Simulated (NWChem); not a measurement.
System: SnBr cation, singlet; SMILES [Sn+][Br]

Results from NWChem. Low-valent species are run as closed-shell singlets; no triplet was tried in these runs. This build's default masses of Se (78.918 u) and Br (79.917 u) are each other's, which moves their modes by up to 0.6 %. def2 effective core potentials on Sn; no spin-orbit coupling. Each level has its own optimisation; frequencies are unscaled.

```tsv
level	r Br–Sn (Å)	highest harmonic frequency (cm⁻¹)	zero-point energy (kcal/mol)
LDA (Slater exchange, VWN5)/def2-SVP (core potentials)	2.415	299	0.4
PBE/def2-SVP (core potentials)	___	___	0.4
Hartree-Fock/3-21G (all-electron, non-relativistic)	2.505	280	0.4
PBE0/def2-SVP (core potentials)	2.425	300	0.4
```

Question: Fill in the missing entries.

Answer: 
- PBE/def2-SVP (core potentials), r Br–Sn (Å): 2.450
- PBE/def2-SVP (core potentials), highest harmonic frequency (cm⁻¹): 286
